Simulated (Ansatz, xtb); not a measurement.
## C5H7FN2S: 9 structures ranked

9 gas-phase structures of C5H7FN2S, from a drawn sample of its isomers (lower ones may exist). Each was relaxed with GFN2-xTB; where two conformers were screened, the lower at r2SCAN-D4/def2-SVP is listed:

A. `CC(C)c1snnc1F`, a singlet
B. `C[C@H](CF)c1ncsn1`, a singlet
C. `C[C@H](S)n1nccc1F`, a singlet
D. `CN(C)c1cnsc1F`, a singlet
E. `CCCc1nsc(F)n1`, a singlet
F. `CNc1c(C)nsc1F`, a singlet
G. `CCc1nsc(CF)n1`, a singlet
H. `CNc1cnsc1CF`, a singlet
I. `CSc1ncn(C)c1F`, a singlet

Task: Make a reasoned guess at their ranking by r2SCAN-D4/def2-SVP single-point energy.

Result: Calculated order at r2SCAN-D4/def2-SVP: E (0.000), G (0.013), B (0.087), I (0.321), C (0.537), H (0.599), F (0.640), A (0.956), D (1.145) eV. Less than 1 kcal/mol parts E and G; H and F, so the order within those pairs means little. CCSD(T)/def2-SVP + ΔMP2/def2-TZVPP after further relaxation puts G lowest instead.

Energies above the lowest of each column, in eV; the last columns are at PBE-D3(BJ)/def2-SVP geometries and were run for some of them only (a dash: not run or not comparable):

| structure | GFN2-xTB | HF/STO-3G | r2SCAN-D4/def2-SVP | PBE-D3(BJ)/def2-SVP | CCSD(T)/def2-SVP + ΔMP2/def2-TZVPP |
| --- | --- | --- | --- | --- | --- |
| E | 0.000 | 0.000 | 0.000 | 0.000 | 0.090 |
| G | 0.005 | 0.307 | 0.013 | 0.044 | 0.000 |
| B | 0.043 | 0.424 | 0.087 | 0.115 | 0.008 |
| I | 0.092 | 0.380 | 0.321 | 0.338 | 0.708 |
| C | 0.404 | 0.953 | 0.537 | 0.529 | – |
| H | 0.564 | 1.299 | 0.599 | 0.578 | – |
| F | 0.514 | 0.929 | 0.640 | – | – |
| A | 0.748 | 0.917 | 0.956 | – | – |
| D | 0.667 | 1.284 | 1.145 | – | – |

CCSD(T)/def2-SVP + ΔMP2/def2-TZVPP puts G lowest of those it was run on, with B within 1 kcal/mol; HF/STO-3G picks E, PBE-D3(BJ)/def2-SVP picks E. CCSD(T)/def2-SVP + ΔMP2/def2-TZVPP orders those it was run on as G (0.000), B (0.008), E (0.090), I (0.708) eV. Less than 1 kcal/mol parts G and B, so the order within that pair means little. Some further structures that were screened fall inside this span and aren't listed. Flexible structures stand in one conformer each, not always the lowest. I keeps a small imaginary mode. Frequencies (GFN2-xTB) were run for B, E, G, I alone. The ΔMP2 step shifts differences by up to 0.219 eV, which makes them less sure. ΔMP2 is the change of the MP2 energy from the smaller to the larger basis.

Over these structures GFN2-xTB departs from r2SCAN-D4/def2-SVP by 0.110 eV on average once a common shift is removed. A GFN2-xTB relaxation took about 0.12 s and the r2SCAN-D4/def2-SVP energy about 3 s on a shared host (Ansatz 0.2.0, xtb 6.7.1).
